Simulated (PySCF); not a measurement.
Compound: iron tetrafluoride, FeF₄ (singlet state).
Geometry (PBE0-D3(BJ)/def2-SVP, Å), atoms numbered from 1 in this order:
```
atom  x, y, z in Å
F1    -1.355   -0.007   -0.968
Fe2    0.007   -0.008   -0.007
F3     1.369   -0.017   -0.968
F4     0.011    1.362    0.943
F5     0.002   -1.364    0.962
```

Method used: PBE0-D3(BJ)/def2-SVP geometry optimisation, gas phase in PySCF.

(1) Which atoms are bound to Fe2, and at what distances?

(2) List the angles at Fe2.

(3) What is the shape at Fe2?

(4) What are the rotational constants (commonest isotopes, rigid rotor)?

## Answers

(1) 4 atoms: F1 1.667 Å, F3 1.667 Å, F5 1.667 Å, F4 1.667 Å.

(2) 
```tsv
angle	degrees	distance of the outer atoms (Å)
F4–Fe2–F5	109.7	2.73
F1–Fe2–F3	109.6	2.72
F1–Fe2–F5	109.4	2.72
F3–Fe2–F5	109.4	2.72
F3–Fe2–F4	109.4	2.72
F1–Fe2–F4	109.3	2.72
```

(3) Tetrahedral: angles from 109.3° to 109.7°; τ4 = (360° − α − β)/141° = 1.00 with α and β the two widest (0 for a square, 1 for a tetrahedron).

(4) A = 3595, B = 3592, C = 3581 MHz: a spherical top.

Point group: Td (tolerance 0.08 Å). Charge 0, singlet. PBE0-D3(BJ)/def2-SVP frequencies: not computed here.

Time: 25 s of wall time; peak memory 0.37 GiB. Hardware: one thread, Arm Neoverse V2 (aarch64), no GPU, shared host with 192 logical CPUs at a one-minute load of 14. These figures are those of the optimisation.
